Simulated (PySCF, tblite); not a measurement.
Breaking a bond: SMILES [AlH3] (H3Al). The Al1–H4 bond (Al1 also carries H, H; H4 carries nothing else) is pulled apart rigidly from the PBE0/def2-TZVP optimised geometry. Each curve is given relative to its own lowest point near equilibrium.

| R / Å | A | B | C | D |
|---|---|---|---|---|
| 1.27 | 24.3 | 24.3 | 24.2 | 19.2 |
| 1.35 | 12.1 | 12.0 | 12.0 | 7.9 |
| 1.43 | 4.8 | 4.6 | 4.7 | 2.3 |
| 1.49 | 1.7 | 1.6 | 1.7 | 0.4 |
| 1.52 | 0.8 | 0.7 | 0.8 | 0.0 |
| 1.59 | 0.0 | 0.0 | 0.0 | 0.0 |
| 1.65 | 0.5 | 0.6 | 0.6 | 0.9 |
| 1.70 | 1.7 | 1.8 | 1.7 | 2.0 |
| 1.74 | 2.9 | 3.2 | 3.0 | 3.1 |
| 1.83 | 6.6 | 7.1 | 6.7 | 6.1 |
| 1.99 | 15.2 | 16.3 | 15.4 | 12.2 |
| 2.15 | 25.0 | 26.9 | 25.2 | 19.4 |
| 2.39 | 39.5 | 46.2 | 39.9 | 31.2 |
| 2.60 | 51.1 | 61.0 | 51.6 | 41.8 |
| 2.88 | 63.6 | 71.1 | 64.3 | 56.0 |
| 3.20 | 73.8 | 76.3 | 74.8 | 71.2 |
| 3.49 | 79.3 | 78.4 | 80.9 | 83.1 |
| 3.86 | 82.2 | 79.5 | 85.4 | 94.9 |
| 4.27 | 83.0 | 80.0 | 87.8 | 103.5 |
| 4.80 | 83.3 | 80.1 | 89.0 | 109.5 |
| 5.55 | 83.3 | 80.2 | 89.5 | — |

Energies in kcal/mol.

Match the curves with the methods GFN2-xTB, 300 K electronic temperature in tblite; PySCF with CCSD on RHF/cc-pVDZ, 5 core orbitals frozen; PySCF with CCSD(T) on UHF/cc-pVDZ, 5 core orbitals frozen; PySCF with MP2 on UHF/cc-pVDZ, 5 core orbitals frozen.

A is UCCSD(T); B is UMP2; C is RCCSD; D is GFN2-xTB.

A dash means that the run gave no value there, or that the column was ended at a point which the program doubted or which failed a test of continuity chosen for this set; such a test can also cut sound points.

The T1 diagnostic of CCSD on the restricted reference of RCCSD exceeds 0.045 at 3.20 to 5.55 Å. The unrestricted determinant behind UMP2, UCCSD(T) is spin-contaminated at 2.39 to 5.55 Å (<S²> up to 1.0, against 0.00 for a pure singlet).
